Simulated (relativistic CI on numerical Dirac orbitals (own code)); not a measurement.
# Slater and spin-orbit integrals, Gd III

These numbers are calculated, not measured: Dirac-Coulomb-Breit CI, separate exchange-only KLI orbitals for each configuration, model QED, valence Slater integrals scaled by 0.85, P86 correlation energy added to each configuration (own radial code, finite nucleus).

Slater integrals F^k, G^k are unscaled and averaged over j, outside the closed core [Xe]; ζ comes from projecting the Hamiltonian with its Breit term on Σ l·s of the shell.

- 4f⁷5d: F^2(4f,4f) = 111900, F^4(4f,4f) = 69925, F^6(4f,4f) = 50227, ζ(4f) = 1515.2, F^2(4f,5d) = 26642, F^4(4f,5d) = 13009, G^1(4f,5d) = 13250, G^3(4f,5d) = 10372, G^5(4f,5d) = 7811.7, ζ(5d) = 722.92 cm⁻¹; <r>(4f) = 0.8593, <r^2>(4f) = 0.9634, <r>(5d) = 2.357, <r^2>(5d) = 6.47 (bohr units).
- 4f⁸: F^2(4f,4f) = 104160, F^4(4f,4f) = 64737, F^6(4f,4f) = 46405, ζ(4f) = 1404.2 cm⁻¹; <r>(4f) = 0.916, <r^2>(4f) = 1.127 (bohr units).
- 4f⁶6s²: F^2(4f,4f) = 120360, F^4(4f,4f) = 75638, F^6(4f,4f) = 54451, ζ(4f) = 1618.4 cm⁻¹; <r>(4f) = 0.8055, <r^2>(4f) = 0.82 (bohr units).

In this model ζ of a weakly bound d, f or g electron outside closed shells comes out too small, for d by up to a factor of two or three and at times with the wrong sign; that of an outer p electron is too small as well.

For a near-neutral ion this model can misplace configurations by up to about 10,000 cm⁻¹ (more where the count of f electrons changes) and terms by 10 to 25 % of their spread. Rates follow the energies as ν³ (E1, M1) or ν⁵ (E2), so they and the lifetimes can be off by large factors. The fine structure of a lone outer electron comes out too small, for d and f at times inverted, and misplaced configurations move strength between like terms. 11 of the 18 excited levels that our extract of the measured tables holds in this range could be paired (the sources list more); they are missed by 8122 cm⁻¹ on average and 16592 at most, and levels without a partner can miss by more. Some levels of the ground configuration have no partner and can miss by 10 % or more.

Averages of the first 4 configurations, taken without configuration mixing, which lowers the lowest level and can move excited configurations by several eV; other configurations of the list can lie among them:

| Configuration | Parity | States | Average energy above the lowest level (eV) |
| --- | --- | --- | --- |
| 4f⁷5d | odd | 34320 | 11.7 |
| 4f⁸ | even | 3003 | 9.9 |
| 4f⁶6s² | even | 3003 | 24.1 |
| 4f⁶7s² | even | 3003 | 46.7 |
